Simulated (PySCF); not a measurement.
CH8FNSi2, SMILES NC[SiH2][SiH2]F.

Geometry: PBE0-D3(BJ)/def2-SVP. The structure was generated by enumeration, and PubChem lists no compound with its InChIKey, so it may never have been made. Other conformers were not sampled.

Vertical ionisation energy (IE) and electron affinity (EA) in eV. Rows of orbital energies are one-electron estimates. Where ΔSCF, EOM or ADC give a negative EA the extra electron is unbound and the value depends on the basis.

| level | IE | EA |
|---|---|---|
| −ε(HOMO), −ε(LUMO), M06-2X/def2-TZVP (PySCF) | 7.93 | -0.16 |
| −ε(HOMO), −ε(LUMO), PBE/def2-TZVP (PySCF) | 5.36 | 1.49 |
